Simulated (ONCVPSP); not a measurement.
Logarithmic derivatives: C (Z = 6), ONCV

- Element: C (Z = 6)
- Generator: ONCVPSP 4.0.1
- Type: optimised norm-conserving Vanderbilt (ONCV)
- Functional: PW91
- Relativity: scalar-relativistic
- Frozen core: [He]
- Valence charge: 4
- Reference configuration: 2s1.75 2p2.25
- Partial waves: 2s: rc 0.85 bohr, ncon 4, nbas 7, qcut 8.6 1/bohr, 2 projectors, debl 0.9 Ha; 2p: rc 3.00 bohr, ncon 3, nbas 6, qcut 5.7 1/bohr, 1 projector; d scattering state at 0.31 Ha: rc 2.70 bohr, ncon 4, nbas 8, qcut 3.4 1/bohr, 2 projectors, debl 1.6 Ha
- Local potential: polynomial inside 0.85 bohr (lpopt 5, dvloc0 0 Ha)
- Core correction: Teter function, fcfact 5.75, rcfact 1.05

The phase is arctan(r·R′/R) of the radial function R(r), unwrapped; energies in Ha, scanned from -2 to 5 Ha. A pole is an energy at which the radial function vanishes at the test radius. The pseudo phase is shifted by a multiple of π to meet the all-electron one at the reference energy, and phase errors are pseudo minus all-electron; the curves can meet again beyond the range given. Levels narrower than the energy grid can be missing from the lists of poles.

Question: For each channel, where are the poles, and over which energies does the pseudopotential scatter like the atom?

Answer:

| channel | radius (bohr) | reference energy (Ha) | poles, all-electron | poles, pseudo | unbroken range about the reference energy with phases within 0.05 rad | phase error 1 Ha above the reference energy (rad) |
| --- | --- | --- | --- | --- | --- | --- |
| s | 0.86 | -0.51 | none | none | the whole range | +0.000 |
| p | 3.05 | -0.20 | -0.10, 1.54, 4.31 | -0.10, 1.79, 4.03 | below 0.2 | +0.134 |
| d | 2.74 | 0.31 | 1.39, 4.19 | 1.39, 4.93 | below 2.3 | +0.002 |

Note: ghosts flagged at negative energy: s at -208.2 eV, d at -204.0 eV; no localised positive-energy state flagged. A true bound ghost makes a file unfit for plane-wave use.

Phases in the d channel:

| E (Ha) | all-electron | pseudo |
| --- | --- | --- |
| -1.98 | 1.361 | 1.363 |
| -1.80 | 1.350 | 1.352 |
| -1.62 | 1.338 | 1.340 |
| -1.44 | 1.323 | 1.325 |
| -1.26 | 1.305 | 1.307 |
| -1.08 | 1.283 | 1.285 |
| -0.90 | 1.256 | 1.258 |
| -0.72 | 1.221 | 1.223 |
| -0.54 | 1.173 | 1.175 |
| -0.36 | 1.105 | 1.106 |
| -0.18 | 0.998 | 0.999 |
| 0.00 | 0.811 | 0.812 |
| 0.18 | 0.444 | 0.445 |
| 0.36 | -0.217 | -0.217 |
| 0.54 | -0.835 | -0.834 |
| 0.72 | -1.164 | -1.162 |
| 0.90 | -1.338 | -1.336 |
| 1.08 | -1.446 | -1.444 |
| 1.26 | -1.524 | -1.522 |
| 1.44 | -1.589 | -1.588 |
| 1.62 | -1.652 | -1.651 |
| 1.80 | -1.725 | -1.724 |
| 1.98 | -1.826 | -1.826 |
| 2.16 | -2.009 | -2.004 |
| 2.34 | -2.477 | -2.432 |
| 2.52 | -3.558 | -3.423 |
| 2.70 | -4.173 | -4.089 |
| 2.88 | -4.390 | -4.334 |
| 3.06 | -4.495 | -4.449 |
| 3.24 | -4.559 | -4.517 |
| 3.42 | -4.602 | -4.562 |
| 3.60 | -4.635 | -4.595 |
| 3.78 | -4.662 | -4.620 |
| 3.96 | -4.685 | -4.641 |
| 4.14 | -4.707 | -4.658 |
| 4.32 | -4.727 | -4.673 |
| 4.50 | -4.748 | -4.686 |
| 4.68 | -4.771 | -4.697 |
| 4.86 | -4.796 | -4.708 |
